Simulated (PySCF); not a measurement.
C₂H₇BS.
SMILES with atom numbers: `[BH2:1][S:2][CH2:3][CH3:4]` (hydrogens: H5, H6 on B1; H7, H8 on C3; H9, H10, H11 on C4)

Computed, not measured: PySCF 2.14.0, PBE0-D3(BJ)/def2-SVP geometry optimisation, gas phase.

Task: Give the optimised bond lengths and angles.

Result: 
```json
{"bond": "B1–S2", "length (Å)": "1.757"}
{"bond": "S2–C3", "length (Å)": "1.833"}
{"bond": "C3–C4", "length (Å)": "1.515"}
{"bond": "B1–H5, B1–H6", "length (Å)": "1.206"}
{"bond": "C3–H7, C3–H8", "length (Å)": "1.100"}
{"bond": "C4–H9, C4–H10, C4–H11", "length (Å)": "1.101"}
```

Bonds in one row agree within 0.01 Å and their mean is given. A selection of angles:
```json
{"angle": "S2–B1–H5", "degrees": "116.0"}
{"angle": "S2–B1–H6", "degrees": "121.1"}
{"angle": "H5–B1–H6", "degrees": "122.9"}
{"angle": "B1–S2–C3", "degrees": "105.3"}
{"angle": "S2–C3–C4", "degrees": "110.5"}
{"angle": "S2–C3–H7", "degrees": "107.9"}
{"angle": "C4–C3–H7", "degrees": "111.4"}
{"angle": "H7–C3–H8", "degrees": "107.8"}
{"angle": "C3–C4–H9", "degrees": "111.4"}
{"angle": "C3–C4–H10", "degrees": "110.3"}
{"angle": "H9–C4–H10", "degrees": "107.9"}
```

Dihedral angles: B1–S2–C3–C4 -178° (antiperiplanar).

The 4 heavy atoms lie in one plane (0.010 Å rms). B1 (three-coordinate boron) is planar (angles 122.9°, 121.1° and 116.0°, sum 360.0°, 0.00 Å off the plane of its three neighbours).

Stationary, but not proved a minimum. The numbers are those of one conformer (H–B1–S2–C3 180° and 0°, B1–S2–C3–C4 -178°).

Time: 20 s wall; peak memory 0.39 GiB. Hardware: an Arm Neoverse V2 with one thread, no GPU, shared host. These figures are those of the optimisation.
